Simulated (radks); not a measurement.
The numbers below are computed, except where a source is named.
Neutral argon inside a hard spherical wall (all orbitals vanish at R), configuration held at [Ar] and not refilled when levels cross. Level of theory: non-relativistic Kohn-Sham, LDA (Slater exchange, Perdew-Wang correlation), spin-unpolarised, spherical densities, point nucleus (a radial shooting solver on a logarithmic mesh with Libxc functionals). Eigenvalues in eV, with the zero of energy where the potential of the charges vanishes at infinity; a dash marks a level that is unbound or too diffuse for the functional's potential to be trusted. A positive occupied level is held by the wall or, in an anion where self-interaction has pushed it up, behind a barrier. The pressure on the wall is -dE/dV.

R (bohr)  E (hartree)  kinetic (hartree)    e(2s)    e(2p)    e(3s)    e(3p)  e(4s, empty)  e(4p, empty)  pressure (GPa)
free       -525.93979            524.967  -293.72  -229.75  -24.034  -10.401        -0.260             -               0
20         -525.93979            524.967  -293.72  -229.75  -24.034  -10.401        -0.246         0.527        < 0.0001
15         -525.93979            524.967  -293.72  -229.75  -24.034  -10.401        -0.192         0.846        < 0.0001
12         -525.93979            524.967  -293.72  -229.75  -24.034  -10.401        -0.066         1.273        < 0.0001
8          -525.93970            524.968  -293.71  -229.74  -24.027  -10.393         0.844         3.160         0.00586
6          -525.93670            524.996  -293.53  -229.56  -23.890  -10.256         3.246         6.928           0.355
5          -525.92156            525.110  -292.93  -228.96  -23.454   -9.803         6.871        11.868            3.05
4          -525.82772            525.680  -290.55  -226.55  -21.809   -8.017        16.304        23.394            30.4
3.5        -525.65244            526.593  -287.42  -223.37  -19.670   -5.621        26.707        35.196             105
2.5        -523.81099            534.036  -268.89  -204.44   -5.694   10.175        85.354        96.528            1680
